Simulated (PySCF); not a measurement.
C3H9Si, multiplicity 2. Atoms are numbered in the order given.

```xyz
13

C     -0.1407     1.7816     0.3907
Si    -0.0669     0.0856    -0.3690
C     -1.3902    -1.0367     0.3842
C      1.6330    -0.6908    -0.0829
H     -0.3958     2.6882    -0.1695
H      0.0640     1.9533     1.4551
H     -0.3127     0.2154    -1.8388
H     -1.3454    -2.0447    -0.0605
H     -2.4012    -0.6330     0.2170
H     -1.2404    -1.1381     1.4718
H      2.4331    -0.0828    -0.5338
H      1.6805    -1.7007    -0.5228
H      1.8418    -0.7808     0.9960
```
Charge 0, spin multiplicity 2.

Coordinates come from a B3LYP-D3(BJ)/def2-SVP optimisation. The geometry has at least one imaginary mode, so it is a saddle point at that level. The isomer is the one that the SMILES or the coordinates give; other isomers of the formula were not compared.

All values below come from PySCF with PBE/def2-TZVP.

ESP charges are fitted to the potential on shells at 1.4 to 2.0 van der Waals radii. Atomic charges (e):

| atom | meta-Löwdin | ESP fit | Mulliken spin |
|---|---|---|---|
| C1 | -0.48 | -0.64 | 1.00 |
| Si2 | 0.74 | 0.95 | 0.01 |
| C3 | -0.59 | -0.84 | 0.02 |
| C4 | -0.59 | -0.82 | 0.02 |
| H5 | 0.14 | 0.18 | -0.04 |
| H6 | 0.13 | 0.20 | -0.03 |
| H7 | -0.11 | -0.21 | 0.00 |
| H8 | 0.13 | 0.20 | 0.01 |
| H9 | 0.13 | 0.19 | 0.00 |
| H10 | 0.13 | 0.20 | 0.00 |
| H11 | 0.13 | 0.19 | 0.00 |
| H12 | 0.13 | 0.19 | 0.01 |
| H13 | 0.13 | 0.20 | 0.00 |

Computed Mayer and Wiberg (Löwdin basis) orders of the bonds:
```tsv
bond	Mayer	Wiberg
C1–Si2	1.07	1.34
Si2–C3	0.99	1.18
Si2–C4	0.99	1.18
C1–H5	0.95	0.95
C1–H6	0.94	0.95
Si2–H7	0.94	0.88
C3–H8	0.95	0.90
C3–H9	0.95	0.90
C3–H10	0.95	0.90
C4–H11	0.95	0.90
C4–H12	0.95	0.90
C4–H13	0.95	0.90
```
